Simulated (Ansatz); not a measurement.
CH2FNSSi, SMILES `F[SiH]1N=C1S`, relaxed with RKS PBE-D4/def2-SVP in Ansatz 0.2.0 from a rough embedded geometry. The force threshold is 0.03 eV/Å; the program also tests the step.

Total charge 0; spin multiplicity 1.

Start:

```xyz
7

F    -1.956   -0.326   -1.271
Si   -1.167   -0.506    0.050
N    -0.094    1.049    0.129
C     0.541   -0.057    0.043
S     2.097   -0.505   -0.172
H    -2.008   -0.393    1.288
H     2.587    0.738   -0.067
```

By how much does the energy fall, and how many steps does the optimiser take? (Best estimate.)

Computed: 0.72 eV, in 7 steps, 1 of them rejected.

Which bonds change most? (Best estimate.)

Ansatz gave: Si2–N3 from 1.891 to 1.788 Å; C4–S5 from 1.634 to 1.733 Å; F1–Si2 from 1.548 to 1.630 Å; N3–C4 from 1.277 to 1.316 Å.

Give the relaxed structure. (Estimate.)

Computed: 
```xyz
7

F    -2.129   -0.442   -1.268
Si   -1.231   -0.223    0.074
N    -0.037    1.107    0.116
C     0.546   -0.069    0.024
S     2.210   -0.537   -0.105
H    -2.065   -0.578    1.248
H     2.706    0.742   -0.090
```
